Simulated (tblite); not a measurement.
Compound: C4H9ClO3Si.
Geometry (GFN2-xTB, Å), atoms numbered from 1 in this order:
```xyz
18
C4H9ClO3Si angstrom
C     -1.1969   -1.9119    0.3702
C     -0.6967   -0.7314   -0.4512
O     -1.8024    0.1758   -0.6511
C     -1.8319    1.2496    0.0715
O     -0.9877    1.6107    0.8515
Si     0.8688    0.0340    0.3649
O      1.8875   -1.1698   -0.0660
C      1.5070    1.6314   -0.4777
Cl     3.2874    1.6427   -0.4294
H     -2.0629   -2.3725   -0.1014
H     -0.4012   -2.6447    0.4498
H     -1.4742   -1.5854    1.3694
H     -0.4605   -1.0836   -1.4588
H     -2.7502    1.8254   -0.1246
H      0.8550    0.1367    1.8178
H      2.8344   -1.0408   -0.0541
H      1.2342    1.7107   -1.5285
H      1.1816    2.5294    0.0363
```

Method: GFN2-xTB as coded in tblite; computed harmonic values from a numerical Hessian at the method's own geometry, unscaled. This tight-binding method is rough: wavenumbers can miss measured ones by several per cent, in bad cases by 10 to 20. Modes of hydrogen on silicon can be 10 to 20 % off. One conformer, not necessarily the lowest.

Harmonic wavenumbers (cm⁻¹): 37.6, 39.2, 85.4, 124.6, 164.1, 189.9, 208.4, 224.8, 236.8, 289.2, 308.9, 358.6, 393.6, 497.4, 632.0, 639.2, 672.8, 735.4, 758.6, 778.9, 799.9, 816.4, 872.1, 906.5, 940.7, 999.8, 1053.2, 1107.4, 1117.3, 1202.8, 1207.7, 1252.6, 1293.6, 1345.1, 1399.4, 1430.0, 1484.4, 1496.6, 1740.0, 2327.1, 2852.6, 2947.3, 2986.9, 3023.5, 3037.1, 3040.5, 3070.2, 3630.8.

A = 1949, B = 751.4, C = 594.7 MHz; mass 168.001 u (most abundant isotopes); point group C1, symmetry number 1.

**Question.** What is the zero-point energy?

**Answer.** Half the sum of the wavenumbers: 28378 cm⁻¹ = 81.14 kcal/mol.

**Question.** What is S at 400 K and 1 bar for an ideal gas of classical rigid rotors and harmonic oscillators?

**Answer.** Translation 42.75, rotation 31.17, vibration 48.40: S = 122.3 cal/(mol K).

**Question.** And Cp and H(400 K) − H(0)?

**Answer.** Cp = 52.05 cal/(mol K), of which vibrations give 44.10 (their classical limit is 48 R = 95.4); H(400 K) − H(0) = 12.79 kcal/mol without the zero-point energy, 9.61 from vibrations.

**Question.** Which modes carry the vibrational entropy at 400 K?

**Answer.** 37.6 cm⁻¹: 5.96; 39.2 cm⁻¹: 5.88; 85.4 cm⁻¹: 4.34; 124.6 cm⁻¹: 3.60; 164.1 cm⁻¹: 3.06; 189.9 cm⁻¹: 2.78 cal/(mol K); the other 42 give 22.76 together.

**Question.** How do the functions run with temperature in this model?

**Answer.** 
```csv
T (K),S (cal/(mol K)),Cp (cal/(mol K)),H − H(0) (kcal/mol),G − H(0) (kcal/mol),ln q(vib)
150,84.7,27.7,2.71,-10.00,4.27
250,101.3,38.0,6.00,-19.33,7.59
298.15,108.4,42.8,7.94,-24.38,9.12
600,146.2,65.5,24.64,-63.06,18.07
900,175.3,77.9,46.31,-111.44,25.87
```

q(vib) and H(0) count from the zero-point level.

**Question.** Blend soft modes into free rotors: weight 1/[1 + (100 cm⁻¹/ν̃)⁴] for the oscillator and the rest for a rotor with moment μB/(μ + B), μ = h/(8π²ν), B = 10⁻⁴⁴ kg m². What vibrational entropy results?

**Answer.** 43.87 cal/(mol K) in place of 48.40, which changes −T·S at 400 K by +1.81 kcal/mol.

Hindered rotation and anharmonicity are outside this model. Other conformers, if any are populated, would add a mixing term that is left out. The structure is chiral; the term R ln 2 for an equal mix with its mirror image is left out.
